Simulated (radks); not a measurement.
Values are calculated unless marked as measured or tabulated.
Polarisability of the germanium ion Ge2+, [Ar] 3d10 4s2, at imaginary frequency. Code: a radial shooting solver on a logarithmic mesh with Libxc functionals. Model: scalar-relativistic Kohn-Sham, LDA (Slater exchange, VWN5 correlation), spin-polarised, spherical densities, finite nucleus; Fermi nuclear charge, rms radius 4.0742 fm. Response by self-consistent Sternheimer equations with the Hartree and adiabatic LDA kernel, the relativistic mass of each level held fixed and spin-orbit coupling left out.

| w (hartree) | alpha1(iw) (bohr^3) | alpha2(iw) (bohr^5) |
|---|---|---|
| 0.00266 | 9.851 | 28.83 |
| 0.0143 | 9.842 | 28.82 |
| 0.0360 | 9.792 | 28.77 |
| 0.0697 | 9.632 | 28.61 |
| 0.118 | 9.250 | 28.19 |
| 0.186 | 8.498 | 27.30 |
| 0.280 | 7.275 | 25.57 |
| 0.413 | 5.673 | 22.61 |
| 0.605 | 4.010 | 18.21 |
| 0.892 | 2.619 | 12.88 |
| 1.35 | 1.622 | 7.788 |
| 2.12 | 0.9579 | 3.992 |
| 3.59 | 0.5157 | 1.716 |
| 6.94 | 0.2209 | 0.5739 |
| 17.5 | 0.05411 | 0.1117 |

Static values: alpha1 = 9.851 bohr^3 (1.460 angstrom^3; uncoupled 17.14), alpha2 = 28.83 bohr^5, alpha3 = 158.1 bohr^7. C6 = 37.92, C8 = 680.1, triple-dipole C9 = 262.4 atomic units. One-pole (London) frequency 4 C6 / (3 alpha1^2) = 0.521 hartree, against 1.089 for minus the highest occupied eigenvalue.
